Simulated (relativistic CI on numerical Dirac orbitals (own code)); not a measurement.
**What each ingredient does to the levels of Al⁵⁺**

Base calculation: Dirac-Coulomb-Breit CI, orbitals from a KLI potential per configuration, model QED, valence Slater integrals scaled by 0.85, P86 correlation energy added to each configuration.

CI space (outside the closed core 1s2): 2s2 2p4, 2s 2p5, 2p6, 2s2 2p3 3s, 2s2 2p3 3p, 2s2 2p3 3d, 2p5 3s, 2p5 3p, 2s 2p4 3s, 2s2 2p3 4s, 2p5 3d, 2s2 2p3 4p, 2s 2p4 3p, 2s2 2p3 4d, 2s2 2p3 4f, 2s 2p4 3d. Levels of other configurations are missing.

Variants: (1) valence Slater integrals scaled by 0.75; (2) Slater integrals left unscaled; (3) QED terms removed; (4) configuration mixing switched off. Shifts of the energy above 2s2 2p4 3P_2, in cm⁻¹, for the lowest level and the first level of each name with at least 55 % of one term (blank where a level changes its place among those of its configuration and J or its character, or is not in the variant):

```tsv
Level	Base	Δ(1)	Δ(2)	Δ(3)	Δ(4)	Measured
2s2 2p4 3P_2	0	0	0	0	0	0
2s2 2p4 3P_1	2723	+10	-12	-8	+2	2732
2s2 2p4 3P_0	3791	-9	+10	-10	+28	3829
2s2 2p4 1D_2	37560	-4141	+6219	-5	-610	41167
2s2 2p4 1S_0	77332	-7287	+10136	+4	+13174	88213
2s 2p5 3P°_2	334092	+1832	-2834	+231	+1816	323002
2s 2p5 3P°_1	336544	+1829	-2830	+224	+1819	325469
2s 2p5 3P°_0	337877	+1832	-2834	+220	+1816	326815
2s 2p5 1P°_1	452664	-11680	+17294	+231	+3265	451396
2p6 1S_0	784383	-3967	+6492	+449	-8771	755628
2s2 2p3 3s 5S°_2	900999	+5435	-8216	-80	+298	
2s2 2p3 3s 3S°_1	918586	+3244	-4881	-79	-534	913112
2s2 2p3 3s 3D°_2	961075	-1711	+2542	-79	-21	
2s2 2p3 3s 3D°_1	961080	-1719	+2552	-79	-11
```

At this charge configurations can still be misplaced by up to about 7 % of their energy. 45 of the 46 excited levels that our extract of the measured tables holds in this range could be paired (the sources list more); they are missed by 4431 cm⁻¹ on average and 28755 at most, and levels without a partner can miss by more.

Measured levels: NIST levels in Kelleher and Podobedova, J. Phys. Chem. Ref. Data 37, 709 (2008); Martin and Zalubas, J. Phys. Chem. Ref. Data 8, 817 (1979).

Ionisation energy from the two ground configurations alone: base 190.941 eV; valence Slater integrals scaled by 0.75 191.499 eV; Slater integrals left unscaled 190.104 eV. The NIST ASD value (semi-empirical) is 190.49 eV.
